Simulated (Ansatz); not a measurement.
The cluster Li₄F₅⁻. Charge -1, multiplicity 1. Geometry B3LYP-D4/def2-SVPD.

```csv
atom,x (Å),y (Å),z (Å)
Li1,1.688,0.160,-0.350
Li2,0.377,-0.305,1.662
Li3,-1.689,-0.015,0.383
Li4,-0.377,0.449,-1.629
F5,-1.320,-0.745,1.962
F6,1.321,0.191,-2.090
F7,-2.079,0.016,-1.351
F8,-0.002,0.816,0.187
F9,2.080,-0.567,1.225
```

The structure comes from a short search, and lower isomers may exist.

Task: Estimate the orbital energies around the gap (eV) in Ansatz with PBE-D4/def2-TZVPD, BLYP-D4/def2-TZVPD, PBE0-D4/def2-TZVPD, r2SCAN0-D4/def2-TZVPD, BHLYP-D4/def2-TZVPD.

Result: 
```json
{"orbital": "HOMO−5", "PBE-D4/def2-TZVPD": "-3.26", "BLYP-D4/def2-TZVPD": "-3.24", "PBE0-D4/def2-TZVPD": "-5.17", "r2SCAN0-D4/def2-TZVPD": "-5.47", "BHLYP-D4/def2-TZVPD": "-7.16"}
{"orbital": "HOMO−4", "PBE-D4/def2-TZVPD": "-3.26", "BLYP-D4/def2-TZVPD": "-3.24", "PBE0-D4/def2-TZVPD": "-5.17", "r2SCAN0-D4/def2-TZVPD": "-5.46", "BHLYP-D4/def2-TZVPD": "-7.15"}
{"orbital": "HOMO−3", "PBE-D4/def2-TZVPD": "-3.19", "BLYP-D4/def2-TZVPD": "-3.16", "PBE0-D4/def2-TZVPD": "-5.12", "r2SCAN0-D4/def2-TZVPD": "-5.42", "BHLYP-D4/def2-TZVPD": "-7.12"}
{"orbital": "HOMO−2", "PBE-D4/def2-TZVPD": "-3.08", "BLYP-D4/def2-TZVPD": "-3.06", "PBE0-D4/def2-TZVPD": "-4.98", "r2SCAN0-D4/def2-TZVPD": "-5.28", "BHLYP-D4/def2-TZVPD": "-6.95"}
{"orbital": "HOMO−1", "PBE-D4/def2-TZVPD": "-3.03", "BLYP-D4/def2-TZVPD": "-3.00", "PBE0-D4/def2-TZVPD": "-4.95", "r2SCAN0-D4/def2-TZVPD": "-5.25", "BHLYP-D4/def2-TZVPD": "-6.94"}
{"orbital": "HOMO", "PBE-D4/def2-TZVPD": "-3.03", "BLYP-D4/def2-TZVPD": "-3.00", "PBE0-D4/def2-TZVPD": "-4.95", "r2SCAN0-D4/def2-TZVPD": "-5.25", "BHLYP-D4/def2-TZVPD": "-6.94"}
{"orbital": "LUMO", "PBE-D4/def2-TZVPD": "2.57", "BLYP-D4/def2-TZVPD": "2.57", "PBE0-D4/def2-TZVPD": "2.96", "r2SCAN0-D4/def2-TZVPD": "3.12", "BHLYP-D4/def2-TZVPD": "3.03"}
{"orbital": "LUMO+1", "PBE-D4/def2-TZVPD": "2.72", "BLYP-D4/def2-TZVPD": "2.67", "PBE0-D4/def2-TZVPD": "2.96", "r2SCAN0-D4/def2-TZVPD": "3.12", "BHLYP-D4/def2-TZVPD": "3.03"}
{"orbital": "LUMO+2", "PBE-D4/def2-TZVPD": "2.72", "BLYP-D4/def2-TZVPD": "2.67", "PBE0-D4/def2-TZVPD": "2.98", "r2SCAN0-D4/def2-TZVPD": "3.22", "BHLYP-D4/def2-TZVPD": "3.17"}
{"orbital": "LUMO+3", "PBE-D4/def2-TZVPD": "3.10", "BLYP-D4/def2-TZVPD": "3.09", "PBE0-D4/def2-TZVPD": "3.30", "r2SCAN0-D4/def2-TZVPD": "3.41", "BHLYP-D4/def2-TZVPD": "3.33"}
{"orbital": "LUMO+4", "PBE-D4/def2-TZVPD": "3.14", "BLYP-D4/def2-TZVPD": "3.09", "PBE0-D4/def2-TZVPD": "3.37", "r2SCAN0-D4/def2-TZVPD": "3.56", "BHLYP-D4/def2-TZVPD": "3.50"}
{"orbital": "LUMO+5", "PBE-D4/def2-TZVPD": "3.43", "BLYP-D4/def2-TZVPD": "3.33", "PBE0-D4/def2-TZVPD": "3.67", "r2SCAN0-D4/def2-TZVPD": "3.85", "BHLYP-D4/def2-TZVPD": "3.75"}
```
